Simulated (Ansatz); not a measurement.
Saddle point of Si2H4Cl2, closed shell (Si₂H₄Cl₂ ([SiH3][SiH]([Cl])[Cl]) → SiCl₂ + SiH₄; bonds formed: Si1–H3; bonds broken: Si1–Si2, Si2–H3), PBE0-D4/def2-TZVP structure:

```tsv
atom	x (Å)	y (Å)	z (Å)
Si1	-0.1709	-0.2832	1.0960
Si2	-0.1571	0.8119	-0.9993
H3	0.4112	-0.7083	-0.4883
Cl4	-1.2579	0.0125	-2.5537
Cl5	1.6847	1.3576	-1.7539
H6	-1.4031	0.2198	1.7641
H7	-0.1729	-1.7565	1.3251
H8	1.0659	0.3463	1.6101
```

Energies are electronic, without zero-point energy. Barriers and step energies count from the start structure reached by relaxing down the imaginary mode; all methods use the PBE0-D4 structures, on which another method's saddle can fall below an end. Computed with Ansatz 0.2.0 (basis: def2-TZVPP, with def2-QZVPP for the basis limit); correlated methods freeze the cores. B3LYP uses VWN-RPA correlation. Extrapolation: Hartree–Fock as exp(−7.88 √X), correlation as X^−2.97.

```json
{"method": "SPW92", "barrier (kJ/mol)": "184.4", "step energy (kJ/mol)": "139.2"}
{"method": "PBE-D4", "barrier (kJ/mol)": "190.5", "step energy (kJ/mol)": "129.2"}
{"method": "BLYP-D4", "barrier (kJ/mol)": "?", "step energy (kJ/mol)": "109.3"}
{"method": "r2SCAN-D4", "barrier (kJ/mol)": "?", "step energy (kJ/mol)": "147.7"}
{"method": "B97M-V", "barrier (kJ/mol)": "201.1", "step energy (kJ/mol)": "139.6"}
{"method": "PBE0-D4", "barrier (kJ/mol)": "207.7", "step energy (kJ/mol)": "145.8"}
{"method": "B3LYP-D4", "barrier (kJ/mol)": "212.3", "step energy (kJ/mol)": "125.1"}
{"method": "r2SCAN0-D4", "barrier (kJ/mol)": "216.2", "step energy (kJ/mol)": "154.2"}
{"method": "BHLYP-D4", "barrier (kJ/mol)": "232.3", "step energy (kJ/mol)": "141.7"}
{"method": "CAM-B3LYP-D4", "barrier (kJ/mol)": "224.3", "step energy (kJ/mol)": "135.9"}
{"method": "wB97X-V", "barrier (kJ/mol)": "?", "step energy (kJ/mol)": "150.5"}
{"method": "wB97M-V", "barrier (kJ/mol)": "211.2", "step energy (kJ/mol)": "124.1"}
{"method": "B2PLYP", "barrier (kJ/mol)": "219.5", "step energy (kJ/mol)": "132.5"}
{"method": "PBE-QIDH", "barrier (kJ/mol)": "222.9", "step energy (kJ/mol)": "156.3"}
{"method": "RPA on PBE", "barrier (kJ/mol)": "212.1", "step energy (kJ/mol)": "126.5"}
{"method": "HF", "barrier (kJ/mol)": "264.5", "step energy (kJ/mol)": "147.4"}
{"method": "MP2", "barrier (kJ/mol)": "224.7", "step energy (kJ/mol)": "145.7"}
{"method": "CCSD", "barrier (kJ/mol)": "226.8", "step energy (kJ/mol)": "139.5"}
{"method": "CCSD(T)", "barrier (kJ/mol)": "219.4", "step energy (kJ/mol)": "137.1"}
```

Question: Fill in the withheld barriers. (An estimate is asked for; the value comes from the calculation.)

Answer: The calculation gives: BLYP-D4 198.7; wB97X-V 226.6; r2SCAN-D4 205.9 kJ/mol. Each is the energy of the saddle less that of the start structure, by the same method.

For comparison, the barrier by CCSD(T) at an estimated basis limit (MP2 extrapolated from triple and quadruple zeta, plus CCSD(T) − MP2 in triple zeta) is 218.6 kJ/mol.

T1 diagnostic: at most 0.013.

Losses and insertions of silylenes and their heavier kin drive the gas-phase chemistry of silicon and germanium vapour deposition.

Labels in which every atom is bracketed show which atoms are joined, not bond orders.

For scale, one of the runs: CCSD(T)/def2-TZVPP, 224 basis functions, launched by `ansatz run in.yaml --threads 4 --pin off --events-out ev --progress --plain --max-ram 9574MiB`. Time: 45 s of wall clock on 4 CPU threads of an Arm Neoverse V2; the host was shared. Peak host memory: 3.1 GiB.
